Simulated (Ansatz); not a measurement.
`[CH2]1[S][GeH2]1`. Charge 0, multiplicity 1.

```xyz
7

C     0.757   -0.321    0.538
S     0.998   -0.520   -1.282
Ge   -0.799    0.348   -0.381
H     0.672   -1.257    1.080
H     1.430    0.395    0.999
H    -0.989    1.854   -0.535
H    -2.068   -0.499   -0.420
```

**Question.** What are the harmonic wavenumbers in cm⁻¹ at PBE0-D4/def2-TZVP (Ansatz, finite differences of forces, unscaled)? (Estimate.)

**Answer.** Computed: 405, 483, 533, 537, 580, 752, 804, 855, 967, 1002, 1422, 2190, 2203, 3129, 3219.

**Question.** Is this a minimum?

**Answer.** Yes, all 15 modes are real.

**Question.** Give the ideal-gas thermochemistry at 298.15 K and 1 bar (rigid rotor, harmonic oscillator; point group Cs, symmetry number 1).

**Answer.** Zero-point energy 114.1 kJ/mol; H(298) − E = 127.8 kJ/mol; entropy 290.1 J/(mol·K), of which translation 168.6, rotation 104.2, vibration 17.2; G(298) − E = 41.3 kJ/mol.
